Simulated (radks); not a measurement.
Isoelectronic series with 5 electrons, each ion in its NIST ground configuration. Calculated with a radial shooting solver on a logarithmic mesh with Libxc functionals: Dirac Kohn-Sham, PBE, spin-unpolarised, spherical densities, finite nucleus; open shells fill j = l - 1/2 first; Fermi nuclear charge, rms radius of each element as measured or else 0.836 A^(1/3) + 0.57 fm. Total energies (hartree) and mean radii <r> (bohr) (* marks an orbital that is empty in some or all of the ions):

ion,configuration,E (hartree),2p3/2*,2p1/2,2s1/2,1s1/2
B,[He] 2s2 2p1,-24.60328,2.302,2.301,1.952,0.3294
N2+,[He] 2s2 2p1,-52.89395,1.138,1.138,1.171,0.2294
F4+,[He] 2s2 2p1,-92.24251,0.7733,0.7723,0.8387,0.1758
Al8+,[He] 2s2 2p1,-204.19025,0.4747,0.4734,0.5357,0.1196
P10+,[He] 2s2 2p1,-276.86349,0.3983,0.3968,0.4536,0.1030
Cl12+,[He] 2s2 2p1,-360.73435,0.3432,0.3415,0.3933,0.09044
K14+,[He] 2s2 2p1,-455.86203,0.3014,0.2996,0.3470,0.08057
Sc16+,[He] 2s2 2p1,-562.31416,0.2688,0.2667,0.3103,0.07261
V18+,[He] 2s2 2p1,-680.16715,0.2425,0.2403,0.2805,0.06606
Mn20+,[He] 2s2 2p1,-809.50615,0.2209,0.2185,0.2558,0.06057
Co22+,[He] 2s2 2p1,-950.42568,0.2028,0.2002,0.2350,0.05589
Cu24+,[He] 2s2 2p1,-1103.02959,0.1874,0.1847,0.2173,0.05187
Ga26+,[He] 2s2 2p1,-1267.43163,0.1742,0.1712,0.2019,0.04836
As28+,[He] 2s2 2p1,-1443.75602,0.1627,0.1596,0.1885,0.04528
Br30+,[He] 2s2 2p1,-1632.13787,0.1526,0.1493,0.1766,0.04255
Rb32+,[He] 2s2 2p1,-1832.72348,0.1437,0.1402,0.1661,0.04011
